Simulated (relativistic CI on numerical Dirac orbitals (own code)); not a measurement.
## Lu⁴⁺: 4d photoemission

Computed with this model: Dirac-Coulomb-Breit CI, orbitals from a KLI potential per configuration, model QED, multiplet model of photoemission in the sudden approximation, unscaled Slater integrals; configurations [Xe] 4f13 → [Kr] 4d9 4f13 5s2 5p6; 80 K; Lorentzian 1 eV and Gaussian 0.6 eV FWHM. Energies are those of the free ion, without screening or charge transfer. The energies are binding energies and can lie tens of eV above those of solids. S is read from ⟨S²⟩ = S(S + 1).

free ion: ground-state S = 0.50, centroid 262.18 eV. Peaks (eV, height): 251.2 (87), 252.4 (64), 256.0 (47), 262.8 (100), 265.2 (21), 268.8 (53), 269.8 (47), 271.2 (38), 274.0 (7), 278.0 (49).

Strongest unbroadened transitions for free ion:

```
Energy (eV)  Relative strength
     251.19              100.0
     252.54               62.4
     255.64               25.4
     256.07               25.2
     256.63               18.0
     257.13               11.9
     261.03               13.2
     262.56               84.3
     262.69                1.5
     262.97                3.8
     263.03               48.8
     265.31               16.9
     268.64               56.6
     269.85               42.1
     271.21               37.8
     273.98                4.9
     277.83                2.3
     277.97               59.6
```
